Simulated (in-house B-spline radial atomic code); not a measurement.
Inner levels of ytterbium as electrons are removed. A shift is the extra binding of the orbital against the neutral atom ([Xe] 4f14 6s2). Computed with a B-spline radial code for spherical atoms: non-relativistic Hartree-Fock, average of the configuration, point nuclei.

This level leaves out relativity, spin-orbit splitting included, which matters for heavy ions.

```
  ion  configuration  shift of 2p (eV)  shift of 1s (eV)  shift of 2s (eV)  radius of 2p (bohr)  radius of 1s (bohr)  radius of 2s (bohr)  Σ<r²> (bohr²)  change of density at nucleus (bohr⁻³)
Yb45+       [Ar] 3d7           2397.14           2448.22           2382.21             0.077293             0.021648             0.091213        0.77946                                -649.09
Yb46+       [Ar] 3d6           2546.62           2603.21           2529.56             0.077215             0.021648             0.091131        0.72965                                -538.39
Yb47+       [Ar] 3d5           2698.12           2760.52           2678.81             0.077135             0.021648             0.091046        0.68137                                -425.41
Yb48+       [Ar] 3d4           2851.63           2920.15           2829.97             0.077053             0.021648             0.090959        0.63458                                -310.14
Yb49+       [Ar] 3d3           3007.13           3082.08           2983.02             0.076969             0.021649              0.09087        0.58921                                -192.58
Yb50+       [Ar] 3d2                 ?                 ?                 ?                    ?                    ?                    ?              ?                                      ?
Yb51+       [Ar] 3d1           3324.11           3412.89           3294.74             0.076793             0.021649             0.090684         0.5025                                 49.421
Yb52+   [Ne] 3s2 3p6           3485.56           3581.76            3453.4             0.076702             0.021649             0.090588        0.46106                                 173.88
Yb53+   [Ne] 3s2 3p5                 ?                 ?                 ?                    ?                    ?                    ?              ?                                      ?
Yb54+   [Ne] 3s2 3p4           3782.28            3920.6           3743.34             0.076611             0.021644             0.090396        0.35808                                 442.94
Yb55+   [Ne] 3s2 3p3           3932.61           4092.65           3890.16             0.076531             0.021642             0.090298         0.3081                                 580.32
Yb56+   [Ne] 3s2 3p2           4084.27           4266.45           4038.21              0.07645             0.021639             0.090199        0.25908                                 719.62
Yb57+   [Ne] 3s2 3p1           4237.23           4442.01           4187.48             0.076367             0.021636             0.090098        0.21101                                 860.84
Yb58+       [Ne] 3s2           4391.51           4619.31           4337.97             0.076283             0.021634             0.089996        0.16387                                1003.97
Yb59+       [Ne] 3s1                 ?                 ?                 ?                    ?                    ?                    ?              ?                                      ?
Yb60+   [He] 2s2 2p6           4686.14           4949.85           4617.59             0.076146             0.021632             0.089941       0.062111                               -5364.54
Yb61+   [He] 2s2 2p5           4993.92           5359.82           4879.41             0.075679             0.021619             0.089546       0.054495                               -4986.11
Yb62+   [He] 2s2 2p4            5304.5           5773.89           5143.33             0.075219             0.021606             0.089154       0.047069                               -4602.69
```

(1) Fill in the row of Yb50+.

(2) Fill in the row of Yb53+.

(3) Fill in the row of Yb59+.

## Answers

(1) shift of 2p (eV): 3164.63; shift of 1s (eV): 3246.33; shift of 2s (eV): 3137.94; radius of 2p (bohr): 0.076882; radius of 1s (bohr): 0.021649; radius of 2s (bohr): 0.090778; Σ<r²> (bohr²): 0.5452; change of density at nucleus (bohr⁻³): -72.721.

(2) shift of 2p (eV): 3633.25; shift of 1s (eV): 3750.3; shift of 2s (eV): 3597.75; radius of 2p (bohr): 0.07669; radius of 1s (bohr): 0.021647; radius of 2s (bohr): 0.090493; Σ<r²> (bohr²): 0.40906; change of density at nucleus (bohr⁻³): 307.46.

(3) shift of 2p (eV): 4538.29; shift of 1s (eV): 4783.89; shift of 2s (eV): 4477.3; radius of 2p (bohr): 0.076215; radius of 1s (bohr): 0.021633; radius of 2s (bohr): 0.089994; Σ<r²> (bohr²): 0.11258; change of density at nucleus (bohr⁻³): -2148.41.
